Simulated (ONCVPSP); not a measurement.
# Plane-wave convergence, ONCV potential for zirconium (Zr)

```json
{
 "Element": "zirconium (Zr)",
 "Generator": "ONCVPSP 4.0.1",
 "Type": "optimised norm-conserving Vanderbilt (ONCV)",
 "Functional": "PBEsol",
 "Relativity": "scalar-relativistic",
 "Frozen core": "[Ar] 3d10",
 "Valence charge": "12",
 "Reference configuration": "4s2 4p6 4d2 5s2",
 "Partial waves": "4s+5s: rc 2.05 bohr, ncon 4, nbas 7, qcut 6.1 1/bohr, 2 projectors; 4p: rc 1.60 bohr, ncon 4, nbas 9, qcut 9 1/bohr, 2 projectors, debl 0.9 Ha; 4d: rc 2.75 bohr, ncon 5, nbas 10, qcut 5.9 1/bohr, 2 projectors, debl 3.5 Ha",
 "Local potential": "polynomial inside 1.40 bohr (lpopt 5, dvloc0 4 Ha)",
 "Core correction": "Teter function, fcfact 3.5, rcfact 1.1"
}
```

In the p channel the program set the typed energies aside and used -1.192, 0.250 Ha.

Q: For each optimised wave give the share of its norm inside rc, the residual kinetic energy above qcut (Ha) and the cutoffs (Ha) for errors of 10, 1, 0.1 and 0.01 mHa per electron.

A:

| wave | norm inside rc | residual KE | 10 mHa | 1 mHa | 0.1 mHa | 0.01 mHa |
| --- | --- | --- | --- | --- | --- | --- |
| 4s | 0.961 | 1.3e-06 | 8.2 | 12.2 | 14.9 | 16.8 |
| 5s | 0.071 | 3.0e-06 | 3.6 | 11.3 | 14.7 | 17.3 |
| 4p | 0.718 | 1.7e-07 | 16.7 | 24.7 | 30.1 | 34.3 |
| p projector 2 | 0.091 | 1.1e-07 | 7.7 | 22.1 | 28.7 | 33.5 |
| 4d | 0.727 | 4.1e-07 | 8.8 | 11.4 | 13.6 | 15.4 |
| d projector 2 | 0.144 | 4.8e-05 | 12.0 | 14.5 | 16.9 | 41.7 |

The occupied waves need 25 Ha and 30 Ha for 1 and 0.1 mHa.
